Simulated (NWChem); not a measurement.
Molecule: SiHF₃; SMILES F[SiH](F)F

```xyz
5

Si     0.0000     0.0000     0.3275
F      1.4431    -0.3847    -0.2431
F     -1.0547    -1.0574    -0.2431
F     -0.3884     1.4421    -0.2431
H      0.0000     0.0000     1.7936
```
Atoms are numbered in this order, from 1.

Computed with NWChem. Pople sets run with spherical d functions. Geometry: optimised at PBE0/def2-SVP. Atomic charges in e: unrestrained fits to the electrostatic potential beside Mulliken populations; buried atoms are poorly determined by the fit.

For level B3LYP/def2-SVP:

```yaml
ESP Si1: 1.10
Mulliken Si1: 1.07
Mulliken F2: -0.32
Mulliken F3: -0.32
Mulliken F4: -0.32
```

Task: What are these values for level Hartree-Fock/6-31G*?

Result: 
| Quantity | Result |
|---|---|
| ESP Si1 | 1.23 |
| Mulliken Si1 | 1.70 |
| Mulliken F2 | -0.52 |
| Mulliken F3 | -0.52 |
| Mulliken F4 | -0.52 |
